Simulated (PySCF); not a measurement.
## Static response to an electric field

C5H4F2O2.
Cartesian coordinates in Å at the PBE0-D3(BJ)/def2-SVP level; atoms count from 1:
```
atom  x, y, z in Å
F1     2.799   -0.005   -0.283
C2     2.084    0.826    0.486
F3     2.868    1.275    1.459
O4     1.062    0.141    1.099
C5    -0.044   -0.141    0.394
C6    -1.185   -0.777    0.775
C7    -2.010   -0.778   -0.399
C8    -1.305   -0.150   -1.376
O9    -0.091    0.242   -0.888
H10    1.718    1.661   -0.133
H11   -1.401   -1.184    1.758
H12   -3.008   -1.200   -0.496
H13   -1.496    0.089   -2.417
```

Level: CAM-B3LYP/def2-SVPD (PySCF), static field, nuclei fixed, core orbitals frozen in the response. The polarisability tensor in these axes (au):

```
x   77.59 11.80  6.40
y   11.80 52.36 -3.12
z    6.40 -3.12 67.04
```

Task: What are the eigenvalues, a third of the trace, and Δα (Δα² = ½Σ(αi − αj)² over the three pairs)?

Result: Principal values 46.33, 66.96 and 83.70 au; mean 65.66 au = 9.73 Å³ = 10.83 × 10⁻⁴⁰ C²·m²/J; Δα = 32.43 au (49 % of the mean).

Task: What is the dipole moment, and where does it point?

Result: (-2.25, 0.50, -1.02) D, 2.52 D in size, pointing from the negative to the positive side. Measured along this direction, the outermost atoms are F3 at the negative end and H12 at the positive end.

Task: Refractivity n − 1 of an ideal gas of it at 350 K and 1 atm, from the electronic α?

Result: N = p/kT = 2.0968 × 10¹⁹ cm⁻³, so n − 1 = 2π × N × 9.73 × 10⁻²⁴ cm³ = 1282 × 10⁻⁶ at long wavelengths, for an ideal gas.

Task: Orientational against electronic polarisability at 500 K (dilute gas, rigid molecules)?

Result: In Gaussian units μ²/3kT = 30.70 Å³ against 9.73 Å³, a ratio of 3.16; the Debye molar polarisation (4π/3)N_A(α + μ²/3kT) is 102.0 cm³/mol, leaving out the vibrational part.

Task: Molar refractivity from α?

Result: Lorentz–Lorenz: R = (4π/3)N_A α = 2.5225 cm³/(mol·Å³) × 9.73 Å³ = 24.5 cm³/mol, in the limit of long wavelengths.

Task: Rayleigh depolarisation ratio (linearly polarised light, static tensor)?

Result: ρ = 3Δα²/(45ᾱ² + 4Δα²) = 3154.2/(194011 + 4205.6) = 0.0159.

Task: What are the principal values of the traceless quadrupole moment, Θ = ½Σq(3rr − r²1), about the centre of nuclear charge?

Result: -5.58, -0.13, 5.71 D·Å. The values depend on the origin, since the dipole doesn't vanish. The electronic extent ⟨r²⟩ about the same centre is 1214 bohr², a root-mean-square distance of 2.24 Å for the 68 electrons.

Isolated species at its PBE0-D3(BJ)/def2-SVP geometry (one conformer only).
